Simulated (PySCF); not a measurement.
Consider catechol, `Oc1ccccc1O` (C6H6O2). Coordinates in Å; atoms count from 1 in this order:
```
O     1.5654   -1.3679   -1.2820
C     0.6431   -0.7214   -0.5357
C    -0.3444   -1.3763    0.1977
C    -1.2755   -0.6612    0.9535
C    -1.2207    0.7282    0.9766
C    -0.2343    1.3923    0.2447
C     0.6993    0.6862   -0.5114
O     1.6726    1.2821   -1.2347
H     1.4244   -2.3175   -1.2175
H    -0.3816   -2.4700    0.1737
H    -2.0397   -1.1971    1.5199
H    -1.9410    1.3035    1.5615
H    -0.1843    2.4857    0.2580
H     1.6063    2.2372   -1.1394
```

Energies: ωB97X-D3(BJ)/ma-def2-TZVP (PySCF, density fitting, integration grid level 2) on PBE0-D3(BJ)/ma-def2-SVP structures. Zero-point and thermal terms (298.15 K, 1 bar) come from unscaled GFN2-xTB harmonic frequencies, with soft modes damped to free rotors in the entropy. These were taken at the GFN2-xTB minima.

Task: What are the vertical and the adiabatic ionisation energy for forming the radical cation?

Result: 8.10 eV vertical and 7.86 eV adiabatic, the latter with zero-point energy.

Task: What oxidation potential follows in acetonitrile (IEF-PCM), given that Fc+/Fc comes at 4.54 V absolute with this functional and basis?

Result: In the gas phase ΔG of oxidation is 7.843 eV, and solvation is -44.9 kJ/mol for the parent and -244.7 kJ/mol for the product, so the absolute potential is 5.77 V, or 1.23 V against Fc+/Fc. Fc+/Fc in acetonitrile, 4.54 V, is ωB97X-D3(BJ)/ma-def2-TZVP on PBE0-D3(BJ)/def2-SVP structures with GFN2-xTB thermal terms. Benchmark calculations put it near 5.0 V in acetonitrile and DMSO, so it is about 0.5 V low, and the value against it can read up to that much too high. The solvent is electrostatics only, on gas-phase structures; the absolute scale refers to an electron at rest in vacuum.

Task: How far is −ε(HOMO) from the vertical value by ΔSCF?

Result: −ε(HOMO) = 8.30 eV, which is 0.20 eV above the ΔSCF value.
